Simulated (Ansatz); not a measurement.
C2H7BFGaS (`BS[C](C)(F)[GaH2]`) at its PBE0-D4/def2-TZVP geometry, where that method's forces vanish. Charge 0, multiplicity 1.

```tsv
atom	x (Å)	y (Å)	z (Å)
B1	-0.421	-0.447	-1.989
S2	0.565	-1.295	-0.796
C3	0.591	-0.228	0.727
C4	1.041	1.180	0.472
F5	1.509	-0.848	1.559
Ga6	-1.307	-0.720	1.136
H7	-0.853	0.646	-1.805
H8	-0.610	-1.052	-2.998
H9	0.359	1.688	-0.208
H10	1.053	1.729	1.416
H11	2.049	1.197	0.046
H12	-2.416	0.177	0.492
H13	-1.559	-2.028	1.947
```

Task: For each bond, give half the difference of the two atoms' forces along it (eV/Å; positive pushes the atoms apart) under PBE-D4, r2SCAN-D4, B3LYP-D4, ωB97M-V in def2-TZVPP. (Estimate.)

Result: Computed: 
```json
{"bond": "B1–S2", "length (Å)": "1.765", "PBE-D4": "0.04", "r2SCAN-D4": "0.05", "B3LYP-D4": "0.15", "ωB97M-V": "0.12"}
{"bond": "B1–H7", "length (Å)": "1.190", "PBE-D4": "0.06", "r2SCAN-D4": "-0.04", "B3LYP-D4": "-0.14", "ωB97M-V": "-0.12"}
{"bond": "B1–H8", "length (Å)": "1.191", "PBE-D4": "0.05", "r2SCAN-D4": "-0.06", "B3LYP-D4": "-0.14", "ωB97M-V": "-0.12"}
{"bond": "S2–C3", "length (Å)": "1.860", "PBE-D4": "0.17", "r2SCAN-D4": "0.18", "B3LYP-D4": "0.17", "ωB97M-V": "0.00"}
{"bond": "C3–C4", "length (Å)": "1.499", "PBE-D4": "-0.09", "r2SCAN-D4": "0.01", "B3LYP-D4": "0.05", "ωB97M-V": "0.14"}
{"bond": "C3–F5", "length (Å)": "1.386", "PBE-D4": "0.48", "r2SCAN-D4": "0.30", "B3LYP-D4": "0.34", "ωB97M-V": "0.30"}
{"bond": "C3–Ga6", "length (Å)": "2.003", "PBE-D4": "0.04", "r2SCAN-D4": "-0.06", "B3LYP-D4": "0.06", "ωB97M-V": "-0.13"}
{"bond": "C4–H9", "length (Å)": "1.089", "PBE-D4": "0.09", "r2SCAN-D4": "-0.04", "B3LYP-D4": "-0.08", "ωB97M-V": "-0.07"}
{"bond": "C4–H10", "length (Å)": "1.093", "PBE-D4": "0.10", "r2SCAN-D4": "-0.03", "B3LYP-D4": "-0.08", "ωB97M-V": "-0.08"}
{"bond": "C4–H11", "length (Å)": "1.094", "PBE-D4": "0.12", "r2SCAN-D4": "-0.02", "B3LYP-D4": "-0.05", "ωB97M-V": "-0.08"}
{"bond": "Ga6–H12", "length (Å)": "1.565", "PBE-D4": "0.00", "r2SCAN-D4": "-0.08", "B3LYP-D4": "-0.06", "ωB97M-V": "-0.08"}
{"bond": "Ga6–H13", "length (Å)": "1.560", "PBE-D4": "0.02", "r2SCAN-D4": "-0.08", "B3LYP-D4": "-0.07", "ωB97M-V": "-0.09"}
```

B3LYP here is the variant with VWN-RPA as its local correlation; programs differ in this.
